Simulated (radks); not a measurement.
Results of a calculation; reference values are marked as such.
The lanthanum ion La+, 56 electrons, occupied as [Xe] 5d2 (the NIST ground configuration).

Code: a radial shooting solver on a logarithmic mesh with Libxc functionals. Model: Dirac Kohn-Sham, PBE, spin-unpolarised, spherical densities, finite nucleus; open shells are shared between the two j in proportion to 2j + 1; Fermi nuclear charge, rms radius 4.855 fm.

Energy parts (Ry):
| part | energy |
|---|---|
| total | -16993.8201 |
| kinetic | 18184.5031 |
| electron-nucleus | -41327.4965 |
| Hartree | 6556.8643 |
| exchange-correlation | -407.6909 |

Orbitals (lengths in bohr, moments of r in powers of bohr; r(max) is where P^2 peaks; r(90%) holds 90 % of the orbital's charge):
orbital,occ.,eigenvalue (Ry),<r^4>,r(90%),<r^2>,r(max),small-component weight
1s1/2,2,-2845.818,1.918e-06,0.0452,0.0008538,0.01608,4.44e-02
2s1/2,2,-453.0769,0.0003178,0.166,0.01356,0.09109,9.62e-03
2p1/2,2,-427.3294,0.0002005,0.148,0.009960,0.06950,9.65e-03
2p3/2,4,-396.9654,0.0002480,0.156,0.01123,0.07466,9.09e-03
3s1/2,2,-97.12375,0.01308,0.419,0.09284,0.2606,2.93e-03
3p1/2,2,-86.26529,0.01223,0.413,0.08769,0.2473,2.87e-03
3p3/2,4,-80.34742,0.01438,0.430,0.09532,0.2585,2.71e-03
3d3/2,4,-61.32382,0.01114,0.404,0.07846,0.2083,2.59e-03
3d5/2,6,-60.05782,0.01171,0.409,0.08063,0.2114,2.55e-03
4s1/2,2,-19.83258,0.3393,0.940,0.4829,0.6087,8.95e-04
4p1/2,2,-15.83655,0.4008,0.981,0.5176,0.6192,8.30e-04
4p3/2,4,-14.57776,0.4683,1.02,0.5594,0.6433,7.81e-04
4d3/2,4,-8.02586,0.7395,1.15,0.6735,0.6675,6.40e-04
4d5/2,6,-7.80729,0.7775,1.16,0.6905,0.6754,6.27e-04
5s1/2,2,-3.13554,11.12,2.25,2.747,1.412,1.97e-04
5p1/2,2,-2.05994,18.90,2.57,3.509,1.547,1.56e-04
5p3/2,4,-1.87878,22.73,2.69,3.843,1.614,1.43e-04
5d3/2,0.8,-0.53532,173.9,4.48,9.713,2.213,6.07e-05
5d5/2,1.2,-0.52119,187.3,4.57,10.08,2.250,5.85e-05

The highest occupied level is 5d5/2 at -7.091 eV. For comparison, the ionisation energy in NIST's Atomic Spectra Database is 11.185 eV (measured). In exact Kohn-Sham theory the highest level is minus the ionisation energy, but local and semilocal functionals leave it too shallow, through self-interaction and a potential that decays too fast; potentials with the right tail come closer. Summed over all electrons, <r^2> = 60.46 bohr^2, which gives a Langevin (diamagnetic) susceptibility term of -47.9 x 10^-6 cm^3/mol.

Beside tabulated values, note that spin-unpolarised runs miss the spin-polarisation part of the exchange energy of open shells.
